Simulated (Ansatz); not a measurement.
## Molecular dynamics, step by step

MgHSeF (SMILES [F][Mg][SeH]), closed shell, PBE0-D4/6-31G (Ansatz 0.2.0). Settings (timestep in fs, temperature in K, friction in 1/fs; T counts 12 degrees of freedom, while the starting velocities carry no drift of the centre of mass, so T starts below the set value):

```yaml
hamiltonian: {xc: pbe0, dispersion: d4}
md: {n_steps: 80, timestep: 1.0, temperature: 700, ensemble: nvt_langevin, seed: 84, friction: 0.01, initial_velocities: maxwell_boltzmann}
```

Start (the SMILES describes the start alone):

F1  (-2.262, 0.693, 0.842)
Mg2  (-0.790, 0.273, 0.113)
Se3  (1.204, -0.184, -1.052)
H4  (1.847, -0.782, 0.096)
(Å)

```csv
step,time (fs),potential energy less the start (meV),kinetic energy (meV),T (K)
0,0.00,0.0,271.4,525
5,5.00,81.1,249.8,483
10,10.00,-63.9,432.2,836
15,15.00,18.0,406.2,786
20,20.00,122.2,367.0,710
25,25.00,-72.6,527.0,1019
30,30.00,-38.8,525.5,1016
35,35.00,193.3,363.3,703
40,40.00,147.2,531.6,1028
45,45.00,159.9,482.3,933
50,50.00,360.1,347.4,672
55,55.00,260.7,567.9,1098
60,60.00,242.7,566.0,1095
65,65.00,452.2,456.0,882
70,70.00,421.1,574.1,1110
75,75.00,149.8,854.9,1653
80,80.00,255.0,825.2,1596
```

Step 50, positions (Å) and forces (eV/Å):

| atom | x | y | z | Fx | Fy | Fz |
| --- | --- | --- | --- | --- | --- | --- |
| F1 | -2.434 | 1.227 | 0.615 | -0.545 | 0.211 | 0.193 |
| Mg2 | -1.042 | 0.254 | 0.239 | 1.823 | -0.377 | -0.736 |
| Se3 | 1.340 | -0.177 | -0.974 | 0.115 | -0.535 | 2.052 |
| H4 | 2.280 | -0.707 | 0.274 | -1.394 | 0.701 | -1.509 |

Step 70, positions (Å) and forces (eV/Å):

| atom | x | y | z | Fx | Fy | Fz |
| --- | --- | --- | --- | --- | --- | --- |
| F1 | -2.390 | 1.450 | 0.567 | 1.319 | -1.278 | -0.370 |
| Mg2 | -0.961 | 0.292 | 0.157 | -0.185 | 1.169 | 0.025 |
| Se3 | 1.413 | -0.114 | -0.892 | -2.984 | 1.145 | -2.366 |
| H4 | 2.238 | -0.523 | 0.110 | 1.851 | -1.036 | 2.711 |

Step 75, positions (Å) and forces (eV/Å):

```
atom       x       y       z      Fx      Fy      Fz
  F1  -2.335   1.455   0.534   0.887  -0.919  -0.280
 Mg2  -0.939   0.335   0.105   0.070   0.821   0.066
 Se3   1.425  -0.091  -0.874  -0.058  -0.281   0.943
  H4   2.305  -0.588   0.310  -0.899   0.379  -0.730
```

Last step (80):

```xyz
4
angstrom
F -2.2793 1.4550 0.4923
Mg -0.9207 0.3899 0.0575
Se 1.4304 -0.0629 -0.8541
H 2.2474 -0.6182 0.4972
```

The run took about 2.8 min on 1 CPU thread (shared host).
